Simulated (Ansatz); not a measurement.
`[OH][In]([F])[Br]` + NH₃ → `[NH2][In]([F])[Br]` + H₂O  (ligand exchange at the In–O bond)

Computed with Ansatz on PBE0-D4/def2-TZVP structures; ΔE is electronic, products minus reactants. CBS: MP2 limit from def2 TZ/QZ plus the TZ coupled-cluster correction, frozen cores. This one scheme is used for every species. DFT in def2-TZVPP. HSE06 is defined as in plane-wave codes. Elements past krypton have def2 core potentials. For Br, In outer-core shells are correlated without core-valence functions, which leaves a few kJ/mol of doubt a bond. Scalar relativity is left out up to krypton. Each species was taken in one conformer, which may not be the lowest.

```csv
level,ΔE (kcal/mol)
r2SCAN0-D4,2.1
HSE06-D4,1.8
BHLYP,2.5
CAM-B3LYP,2.8
```

(1) What does CCSD(T)/CBS give? (Best estimate.)

(2) What do rigid-rotor, harmonic-oscillator terms from PBE0-D4/def2-TZVP frequencies (298.15 K, 1 bar) make of the CCSD(T)/CBS value? (An estimate is asked.)

Largest T1 diagnostic among the species: 0.014.

Results:

(1) The calculation gave: +1.6 kcal/mol. The listed levels differ from it by 0.5, 0.2, 0.9, 1.2 kcal/mol.

(2) The calculation gave: ΔZPE = -0.6 kcal/mol, ΔH = +1.2 kcal/mol, ΔS = 1 J/(mol·K), ΔG = +1.1 kcal/mol.

In def2-TZVPP, CCSD(T) changes the Hartree–Fock value by −1.1 kcal/mol (the triples alone add +0.1 kcal/mol) and MP2 by −1.4 kcal/mol. Leaving LDA and LC-ωPBE aside and taking each functional with its dispersion term where it has one, the values, not all of them listed here, spread over 2.6 kcal/mol, from PBE-QIDH to B97M-V. LDA lies −1.8 kcal/mol from PBE without D4. From BLYP to BHLYP (50 % exact exchange), in def2-TZVPP and without D4, ΔE moves by −1.5 kcal/mol.
